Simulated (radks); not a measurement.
Tm4+, 65 electrons, occupied as [Xe] 4f11. All-electron calculation, scalar-relativistic Kohn-Sham, PBE, spin-polarised, spherical densities, point nucleus; open shells are filled with parallel spins first (spin-orbit coupling, left out, can overturn this in heavy ions). Program: a radial shooting solver on a logarithmic mesh with Libxc functionals.

Unscreened Slater integrals over Kohn-Sham orbitals (hartree). They are taken over the spin-up orbitals.

\begin{tabular}{lr}
integral & value \\ \hline
F0(4f,4f) & 1.3085 \\
F2(4f,4f) & 0.62412 \\
F4(4f,4f) & 0.39197 \\
F6(4f,4f) & 0.28210 \\
F0(4f,5p) & 0.80100 \\
F2(4f,5p) & 0.26851 \\
G2(4f,5p) & 0.12956 \\
G4(4f,5p) & 0.10233 \\
F0(4f,5s) & 0.89525 \\
G3(4f,5s) & 0.15536 \\
F0(5p,5p) & 0.66311 \\
F2(5p,5p) & 0.35929 \\
F0(5p,5s) & 0.70640 \\
G1(5p,5s) & 0.47410 \\
F0(5s,5s) & 0.76247 \\
\end{tabular}

Derived for the open shells (J is the average intra-shell exchange parameter used in DFT+U). 4f: F4/F2 = 0.628, F6/F2 = 0.452, J = (286 F2 + 195 F4 + 250 F6)/6435 = 0.05058 hartree.
